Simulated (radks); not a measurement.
The numbers below are computed, except where a source is named.
All-electron atom: the holmium ion Ho32+ in [Ar] 3d10 4s2 4p5. Level of theory: scalar-relativistic Kohn-Sham, PBEsol, spin-polarised, spherical densities, finite nucleus; open shells are filled with parallel spins first (spin-orbit coupling, left out, can overturn this in heavy ions); Fermi nuclear charge, rms radius 5.2022 fm (a radial shooting solver on a logarithmic mesh with Libxc functionals).

Unscreened Slater integrals over Kohn-Sham orbitals (cm^-1). They are taken over the spin-up orbitals. Empty in this configuration: 4d.

F0(4p,4p): 410180
F2(4p,4p): 214520
F0(4p,4s): 415300
G1(4p,4s): 281520
F0(4p,3d): 520560
F2(4p,3d): 147850
G1(4p,3d): 48105
G3(4p,3d): 48470
F0(4p,4d): 409420
F2(4p,4d): 210560
G1(4p,4d): 262010
G3(4p,4d): 168090
F0(4s,4s): 420870
F0(4s,3d): 529200
G2(4s,3d): 49241
F0(4s,4d): 414650
G2(4s,4d): 207340
F0(3d,3d): 974350
F2(3d,3d): 496380
F4(3d,3d): 319300
F0(3d,4d): 525840
F2(3d,4d): 153530
F4(3d,4d): 76959
G0(3d,4d): 49313
G2(3d,4d): 62475
G4(3d,4d): 49172
F0(4d,4d): 409740
F2(4d,4d): 209460
F4(4d,4d): 142910

Derived for the open shells (J is the average intra-shell exchange parameter used in DFT+U). 4p: J = F2/5 = 42900 cm^-1.
